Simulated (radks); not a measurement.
The mean radii <r> (bohr) of the occupied orbitals of an atom or ion are listed with their occupations. Method: scalar-relativistic Kohn-Sham, Wu-Cohen GGA, spin-polarised, spherical densities, finite nucleus; Fermi nuclear charge, rms radius of each element as measured or else 0.836 A^(1/3) + 0.57 fm; computed with a radial shooting solver on a logarithmic mesh with Libxc functionals.

| orbital | occ. | <r> |
|---|---|---|
| 1s up | 1 | 1.547 |

Name the element and its charge. Open shells, if any, are filled with parallel spins first.

Answer. Z = 1, hydrogen, charge 0: H in 1s1. The 1s radius gives Z: for a bare nucleus <r> = (2 gamma + 1)/(2Z) with gamma = sqrt(1 - (Z/c)^2), 1.5 bohr for Z = 1, and the self-interaction of the functional makes it slightly larger (1.547 here). The occupations add up to 1, and the charge is Z minus that.
